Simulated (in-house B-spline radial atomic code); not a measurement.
# W IV (W3+): [Ne] 3s2 (3p1/2)2 (3p3/2)3 3d10 4s2 4p6 4d10 4f14 5s2 5p6 5d4 (with a hole in an inner shell)

All numbers are computed (Dirac-Kohn-Sham relativistic LDA, spherical fractional occupations; Fermi nucleus of rms radius 5.3658 fm) with a radial B-spline atomic code at the basis-set limit, not measured.

Effective charges: Z_r = [3n² - l(l+1)]/(2<r>) from the radius, Z_e = n√(-2ε) from the energy, and Slater's rules. Values are occupation-weighted means over j. An effective charge above Z reflects the relativistic contraction of the inner shells.

| shell | electrons | ε (eV) | <r> (bohr) | Z_r | Z_e | Slater |
| --- | --- | --- | --- | --- | --- | --- |
| 1s | 2 | -69007 | 0.01843 | 81.39 | 71.22 | 73.70 |
| 2s | 2 | -11994 | 0.07721 | 77.71 | 59.38 | 69.85 |
| 2p | 6 | -10600 | 0.0691 | 72.36 | 55.82 | 69.85 |
| 3s | 2 | -2814.2 | 0.2006 | 67.29 | 43.15 | 63.10 |
| 3p | 5 | -2412.9 | 0.1991 | 62.78 | 39.95 | 63.10 |
| 3d | 10 | -1873.7 | 0.1817 | 57.80 | 35.21 | 53.85 |
| 4s | 2 | -610.63 | 0.4475 | 53.63 | 26.80 | 47.10 |
| 4p | 6 | -469.75 | 0.4735 | 48.58 | 23.50 | 47.10 |
| 4d | 10 | -281.49 | 0.5047 | 41.61 | 18.19 | 35.85 |
| 5s | 2 | -112.57 | 1.048 | 35.78 | 14.38 | 17.35 |
| 5p | 6 | -76.321 | 1.207 | 30.25 | 11.84 | 17.35 |
| 4f | 14 | -75.429 | 0.5755 | 31.28 | 9.42 | 24.45 |
| 5d | 4 | -33.38 | 1.685 | 20.48 | 7.83 | 5.95 |

The least bound orbital is 5d5/2 at -32.95 eV, and it is also the most diffuse (<r> = 1.702 bohr). The part-filled 3p shell lies below the filled 4f shell in orbital energy.

For the 1s electron the small component carries 7.73 % of the norm, the zero-frequency Breit interaction raises the level by 240 eV, self-energy by 150.6 eV, and vacuum polarisation lowers it by 28.46 eV.
